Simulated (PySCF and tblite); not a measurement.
Values are calculated unless marked as measured or tabulated.
System: C2H9B2FN2, numbered as in [CH3:1][N:2]([CH3:3])[BH:4][NH:5][BH:6][F:7].

Geometries: GFN2-xTB; energies: PBE/pcSseg-1 + D3(BJ), IEF-PCM tetrahydrofuran; zero-point and thermal terms from GFN2-xTB harmonic modes (soft modes blended into free rotors). Rate constants are transition-state-theory values, counting equivalent paths, without tunnelling. Run with tblite and PySCF.

Question: Estimate the barrier and the room-temperature rate of the rotation about the B4–N5 bond (torsion N2–B4–N5–B6 from 180° to 324°, rising).

Answer: The electronic barrier is 8.5 kcal/mol and ΔG‡(298 K) 8.4 kcal/mol, over a C1 saddle with an imaginary mode of 170i cm⁻¹ (GFN2-xTB). With 2 equivalent paths, k is 8.2×10⁶ s⁻¹, a mean lifetime of the start of 120 ns against this motion. The end lies 3.9 kcal/mol above the start in free energy.
